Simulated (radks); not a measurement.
Problem. The mean radii <r> (bohr) of the occupied orbitals of an atom or ion are listed with their occupations. All-electron calculation, scalar-relativistic Kohn-Sham, PBE, spin-polarised, spherical densities, point nucleus. Program: a radial shooting solver on a logarithmic mesh with Libxc functionals.

| orbital | occ. | <r> |
|---|---|---|
| 1s up | 1 | 0.03038 |
| 1s down | 1 | 0.03038 |
| 2s up | 1 | 0.1295 |
| 2s down | 1 | 0.1294 |
| 2p up | 3 | 0.1126 |
| 2p down | 3 | 0.1126 |
| 3s up | 1 | 0.3138 |
| 3p up | 1 | 0.3037 |
| 4f up | 1 | 0.4839 |

Name the element and its charge. Open shells, if any, are filled with parallel spins first.

Solution. Z = 48, cadmium, charge +35: Cd35+ in [Ne] 3s1 3p1 4f1. The 1s radius gives Z: for a bare nucleus <r> = (2 gamma + 1)/(2Z) with gamma = sqrt(1 - (Z/c)^2), 0.02993 bohr for Z = 48, and screening makes it slightly larger (0.03038 here). The occupations add up to 13, and the charge is Z minus that.
